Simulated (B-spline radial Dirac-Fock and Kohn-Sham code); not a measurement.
**Electron momentum distribution of Ag³⁴⁺: Compton profiles**

System: Ag³⁴⁺, [Ne] 3s2 3p1.

Level of theory: the impulse approximation on relativistic Hartree-Fock (Dirac-Fock) wave functions, averaged over the configuration; an atomic code on a B-spline grid. pz is in atomic units of momentum; subshell profiles are per electron, for a selection of subshells; open shells are spread over both j values by their weights.

```
 pz    J total   J 2p1/2   J 3s1/2   J 3p1/2   J 3p3/2
1.9     0.6006    0.0307    0.0938    0.0724    0.0737
2.7     0.5464    0.0307    0.0716    0.0696    0.0706
3.9     0.4618    0.0305    0.0411    0.0605    0.0608
5.6     0.3662    0.0297    0.0171    0.0404    0.0397
  8     0.2838    0.0273    0.0112    0.0155    0.0146
 12     0.1885    0.0205   0.00789   0.00371   0.00383
 17     0.1041    0.0117   0.00174   0.00325   0.00336
 24    0.04804   0.00441  0.000382   0.00156   0.00148
 35    0.01785  0.000914  0.000307  0.000318  0.000273
 50   0.005899  0.000139  0.000119  4.51e-05  3.43e-05
 72   0.001523  1.59e-05  2.78e-05  4.87e-06  3.10e-06
100  0.0003786  2.10e-06  6.13e-06    < 1e-6    < 1e-6
```

Q: What is the peak value J(0), and which subshell contributes most to it?

A: J(0) = 0.6665. The 3s1/2 subshell gives the largest part, 37 %.

Mean momentum ⟨p⟩ by subshell (a.u.): 1s1/2 42.6, 2s1/2 15.3, 2p1/2 20.4, 2p3/2 19.5, 3s1/2 8.64, 3p1/2 10.3, 3p3/2 10.1.

Values without a named source are computed, but for edge energies of neutral atoms, which are taken from tables.
